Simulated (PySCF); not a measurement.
A structure optimised at PBE-D3(BJ)/def2-SVP, used in a PySCF frequency run:

```xyz
10

Al     0.6448     0.0982    -0.0380
Br    -1.5629     0.0871     0.5287
C      1.2815    -0.9064    -1.5791
C      2.5803    -0.9425    -1.9523
H      0.5670    -1.4847    -2.1960
H      2.9327    -1.5166    -2.8294
H      3.3708    -0.3995    -1.4022
N      1.7307     1.0592     0.9909
H      1.4256     1.5949     1.8064
H      2.7394     1.1613     0.8610
```
Charge 0, spin multiplicity 1.

**Question.** Write its SMILES and formula.

**Answer.** C=[CH][Al]([NH2])[Br], C2H5AlBrN

**Question.** What are its rotational constants (standard atomic weights)?

**Answer.** 4.6661, 1.1450, 0.91938 GHz
